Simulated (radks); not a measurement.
Results of a calculation; reference values are marked as such.
Task: All-electron atom: Sc II in [Ar] 3d1 4s1. Level of theory: non-relativistic Kohn-Sham, PBE, spin-unpolarised, spherical densities, point nucleus (a radial shooting solver on a logarithmic mesh with Libxc functionals). Some entries of the table are withheld. Estimate them.

| orbital | occ. | eigenvalue (eV) | r(max) (bohr) | <1/r> (bohr^-1) |
|---|---|---|---|---|
| 1s | 2 | -4377.903 | 0.04836 | 20.53 |
| 2s | 2 | -476.5407 | 0.2859 | 4.250 |
| 2p | 6 | -394.7244 | 0.2332 | 4.182 |
| 3s | 2 | (1) | (2) | 1.294 |
| 3p | 6 | -40.5863 | 0.9704 | 1.170 |
| 3d | 1 | -10.0968 | 1.085 | 0.8053 |
| 4s | 1 | -9.6698 | 2.938 | 0.3837 |

Result: 
(1) 3s eigenvalue (eV): -61.4097
(2) 3s r(max) (bohr): 0.9328
